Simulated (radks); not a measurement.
Valence configurations of Se+ (all share [Ar]). Calculated with a radial shooting solver on a logarithmic mesh with Libxc functionals: Dirac Kohn-Sham, BLYP, spin-unpolarised, spherical densities, point nucleus; open shells fill j = l - 1/2 first. Energies are relative to 3d10 4s2 4p3; eigenvalues in eV.

| valence | E (eV) | e(3d3/2) | e(3d5/2) | e(4p1/2) | e(4p3/2) | e(4s1/2) |
|---|---|---|---|---|---|---|
| 3d10 4s2 4p3 | 0.000 | -63.835 | -62.939 | -15.504 | -15.058 | -26.667 |
| 3d10 4s1.5 4p3.5 | 5.831 | -64.666 | -63.769 | -15.863 | -15.408 | -27.120 |
| 3d10 4s1 4p4 | 11.712 | -65.480 | -64.582 | -16.213 | -15.749 | -27.560 |
| 3d10 4s0.5 4p4.5 | 17.641 | -66.277 | -65.378 | -16.554 | -16.081 | -27.988 |
| 3d9.5 4s2 4p3.5 | 25.199 | -69.832 | -68.910 | -16.458 | -15.972 | -28.057 |
| 3d9 4s2 4p4 | 52.961 | -75.954 | -75.007 | -17.402 | -16.876 | -29.420 |
| 3d9 4s1.5 4p4.5 | 59.255 | -76.727 | -75.779 | -17.735 | -17.200 | -29.832 |
| 3d9 4s1 4p5 | 65.592 | -77.486 | -76.537 | -18.061 | -17.517 | -30.235 |
| 3d8 4s2 4p5 | 116.44 | -88.563 | -87.564 | -19.270 | -18.661 | -32.077 |
| 3d7 4s2 4p6 | 190.93 | -101.64 | -100.59 | -21.116 | -20.425 | -34.656 |

NIST lists [Ar] 3d10 4s2 4p3 as the ground configuration; this level of theory agrees among the configurations tried. The energies are those of spherical spin-averaged densities, not of single terms.
